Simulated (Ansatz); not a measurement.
Caution, from a PySCF single point (B3LYP-D3(BJ)/def2-TZVP) at this geometry: the restricted solution is unstable towards spin-unrestricted or complex orbitals, so a lower solution exists and this singlet may not be the ground state.

A geometry relaxed with Ansatz (a first-principles code) with B3LYP-D3(BJ)/def2-TZVP, charge 0, multiplicity 1:

```xyz
5

H     -1.2717     1.0971     0.4812
Si    -0.3780     0.0041     0.0051
H     -1.3075    -1.0693    -0.4463
B      1.4902     0.6873     0.2799
B      1.4670    -0.7191    -0.3199
```

Task: Write the SMILES of this molecule.

Result: `B1=B[SiH2]1`
